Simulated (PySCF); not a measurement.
Worked example: chemical shift, span and skew from a shielding tensor

Ga(Cl)2(SeH) (Cl2GaHSe), SMILES [Cl][Ga]([Cl])[SeH]. Atoms are numbered in the order given.

```xyz
5

Ga     0.0018     0.4295     0.0000
Cl     1.8132     1.5564     0.0000
Cl    -1.8426     1.5082     0.0000
Se     0.0547    -1.8675     0.0000
H     -1.4166    -1.9192     0.0000
```

Coordinates come from a PBE0-D3(BJ)/def2-SVP optimisation. The structure was generated by enumeration; whether it is a known compound was not checked. The values are those of a single conformer.

GIAO shieldings from PBE0/pcSseg-1 (PySCF), non-relativistic, no solvent. The symmetric part of the tensor of Se4 has the principal values 1786.2, 1982.3, 2275.0 ppm. The same nucleus in Me2Se has σ = 1740.1 ppm at this level (PySCF, at its B3LYP-D3(BJ)/def2-TZVP geometry). Without spin–orbit terms, shifts of atoms bonded to Cl or Br come out too high.

Question: Work out the isotropic shielding, the ⁷⁷Se shift against Me2Se, the span and the skew.

Answer: 
σ(iso) = (σ11 + σ22 + σ33)/3 = 2014.5 ppm. δ = σ(ref) − σ(iso) = 1740.1 − (2014.5) = -274.4 ppm.
Span Ω = σ33 − σ11 = 488.8 ppm. Skew κ = 3(σ(iso) − σ22)/Ω = 0.20. Tumbling in solution averages the tensor to δ; in a static solid the shielding alone would spread this spin-1/2 line over Ω.
